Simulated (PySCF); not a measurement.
Working out the excitation energy of Rb

Rb [Kr] 5s1 (2S) → Rb [Kr] 4d1 (2D). All numbers are calculated (PySCF 2.14, a scalar-relativistic core potential, in def2-TZVPPD with the def2 core potential (28 electrons) (6s4p3d1f, 40 functions)). Frozen: nothing. Energies in hartree (1 hartree = 27.21139 eV):

```
            part  Rb (lower)  Rb (upper)
             UHF  -23.802565  -23.720294
CCSD correlation   -0.105865   -0.096787
             (T)   -0.001948   -0.001588
```

What does Hartree-Fock give?

(-23.720294) − (-23.802565) = 0.082271 hartree = 2.239 eV.

What do CCSD and CCSD(T) give?

The CCSD correlation energies differ by 0.009078 hartree = 0.247 eV and the triples by 0.000360 hartree = 0.010 eV, so CCSD gives 2.486 eV and CCSD(T) 2.496 eV.

Measured between the centres of the two terms (NIST): 2.400 eV, so CCSD(T) (valence and next inner shell) is off by 0.096 eV.

What remains against the reference includes basis incompleteness and higher excitations.
